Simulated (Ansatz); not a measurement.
Consider the formal hydrolysis of a C–Si bond: `F[SiH2]OC[SiH3]` + H₂O → `OCO[SiH2]F` + SiH₄.

Calculated with Ansatz (gas phase, PBE0-D4/def2-TZVP geometries, no zero-point term in ΔE). CBS: MP2 limit from def2 TZ/QZ plus the TZ coupled-cluster correction, frozen cores. This one scheme is used for every species. One conformer a species, not always the lowest.

| level | ΔE (eV) |
| --- | --- |
| HF/def2-TZVPP | 0.13 |
| CCSD/def2-TZVPP | 0.27 |

Task: What does CCSD(T)/CBS give? (An estimate is asked.)

Result: Ansatz gave: +0.36 eV. The listed levels differ from it by -0.23, -0.09 eV.

Largest T1 diagnostic among the species: 0.012.

The D4 term adds +0.05 eV with B3LYP and +0.03 eV with PBE0; it sums over pairs of atoms, weighted by their polarisabilities, and B3LYP, whose exchange is more repulsive, gets the larger term. In def2-TZVPP, CCSD(T) changes the Hartree–Fock value by +0.16 eV (the triples alone add +0.01 eV) and MP2 by +0.22 eV.

B3LYP here is the variant with VWN-RPA as its local correlation; programs differ in this.
